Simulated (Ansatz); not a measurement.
Geometry optimisation, RKS PBE-D4/def2-SVP (Ansatz).

input.yaml

```yaml
crystal:
  periodic: [false, false, false]
  atoms:
    - { symbol: Si, position_ang: [0.0, 0.0, 0.0] }
    - { symbol: H, position_ang: [0.0, 0.0, 1.46] }
    - { symbol: C, position_ang: [1.7634, 0.0, -0.6227] }
    - { symbol: H, position_ang: [2.1111, -1.0463, -0.7509] }
    - { symbol: H, position_ang: [1.8119, 0.5276, -1.5981] }
    - { symbol: H, position_ang: [2.4154, 0.5187, 0.1108] }
    - { symbol: Cl, position_ang: [-1.0032, 1.7381, -0.7093] }
    - { symbol: Cl, position_ang: [-1.0032, -1.7381, -0.7093] }
basis:
  gaussian: { orbitals: def2-SVP }
hamiltonian:
  xc: pbe
  dispersion: d4
relax:
  f_tol: 0.02
  max_steps: 40
```

Run as:

```bash
$ ansatz run input.yaml --threads 1 --pin off --max-ram 2048MiB --backend cpu --events-out ev --progress --plain --runs-dir out
```

Task: Where does it end, and by what steps?

Result: It converged. The force dipped under the threshold on the way, but the program's further checks kept it going. After 9 steps the energy has fallen by 0.106 eV; H6 moved furthest, 0.42 Å.

| step | energy less start (eV) | largest force component (eV/Å) | accepted |
| --- | --- | --- | --- |
| 0 | 0.0000 | 1.089 | yes |
| 1 | -0.0746 | 0.262 | yes |
| 2 | -0.0857 | 0.069 | yes |
| 3 | -0.0929 | 0.250 | yes |
| 4 | -0.1047 | 0.040 | yes |
| 5 | -0.1005 | 0.360 | no |
| 6 | -0.1060 | 0.009 | yes |
| 7 | -0.1064 | 0.035 | yes |
| 8 | -0.1048 | 0.144 | no |
| 9 | -0.1065 | 0.001 | yes |

```xyz
8
Properties=species:S:1:pos:R:3
Si 0.007 -0.016 0.001
H -0.091 -0.205 1.483
C 1.763 -0.003 -0.634
H 2.265 -0.963 -0.395
H 1.772 0.136 -1.733
H 2.334 0.825 -0.168
Cl -0.910 1.790 -0.469
Cl -1.044 -1.564 -0.905
```

Whether the end is a true minimum wasn't checked by a vibrational analysis.

Time of the run: 26 s on 1 thread of AMD EPYC 7R43 64-Core Processor (Zen 3), with other jobs on the host, peak memory 0.14 GiB.
